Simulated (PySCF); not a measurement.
# J couplings in CH₈Ge₂

Bonds (- single, = double, # triple, : aromatic): Ge1-C2 1.957 Å, C2-Ge3 1.957 Å. Ge1 carries H4, H5, H6; C2 carries H7, H8; Ge3 carries H9, H10, H11.

Indirect spin–spin couplings were computed at B3LYP/pcJ-1 (pcSseg-1 on Ge) (without the spin–dipole term) (PySCF) on a PBE0-D3(BJ)/def2-SVP structure, for the isolated molecule, without vibrational or relativistic corrections. Couplings are averaged over pairs made equivalent by symmetry, fast rotation or ring inversion, so a value needn't be that of the named pair in this geometry, while other rotamers aren't included; one pair stands for each set, and the list holds those of at least 0.8 Hz over up to four bonds.

Isotopes: 13C, 1H.

```json
{"pair": "C2, H7", "bonds": "1", "J (Hz)": "137.2"}
{"pair": "C2, H4", "bonds": "2", "J (Hz)": "?"}
{"pair": "H4, H5", "bonds": "2", "J (Hz)": "10.6"}
{"pair": "H7, H8", "bonds": "2", "J (Hz)": "-12.8"}
{"pair": "H4, H7", "bonds": "3", "J (Hz)": "?"}
```

Task: Estimate the withheld couplings, with signs.

Result: 
- 2J(C2,H4) = 7.4 Hz (mean over equivalent pairs that range from 6.0 to 8.2 Hz in this conformer)
- 3J(H4,H7) = 3.8 Hz (mean over equivalent pairs that range from 0.1 to 10.3 Hz in this conformer)

Relativistic effects of the heavier atoms present are left out.
